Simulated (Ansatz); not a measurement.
Reaction (redistribution): `[Cl][Ga]([Cl])[SeH]` + `[F][GaH][I]` → `[Cl][Ga]([Cl])[I]` + `[F][GaH][SeH]`

Calculated with Ansatz (gas phase, PBE0-D4/def2-TZVP geometries, no zero-point term in ΔE). CCSD(T)/CBS adds triple-zeta CCSD(T) − MP2 to the extrapolated MP2 energy (def2 sets, frozen cores). DFT in def2-TZVPP. Elements past krypton have def2 core potentials. For Ga, I, Se outer-core shells are correlated without core-valence functions, which leaves a few kJ/mol of doubt a bond. Scalar relativity is left out up to krypton. One conformer a species, not always the lowest.

```csv
species,ωB97M-V energy (Eh)
`[Cl][Ga]([Cl])[SeH]`,-5247.31299
`[F][GaH][I]`,-2322.99616
`[Cl][Ga]([Cl])[I]`,-3142.99839
`[F][GaH][SeH]`,-4427.30891
```

Q: Work out ΔE.

A: ΔE = (-3142.99839) + (-4427.30891) − (-5247.31299) − (-2322.99616) = 0.00185 Eh = +1.2 kcal/mol. CCSD(T)/CBS gives +1.0 kcal/mol.

Largest T1 diagnostic among the species: 0.012.

Leaving LDA and LC-ωPBE aside and taking each functional with its dispersion term where it has one, the values, not all of them listed here, spread over 0.2 kcal/mol, from BLYP-D4 to r2SCAN-D4.
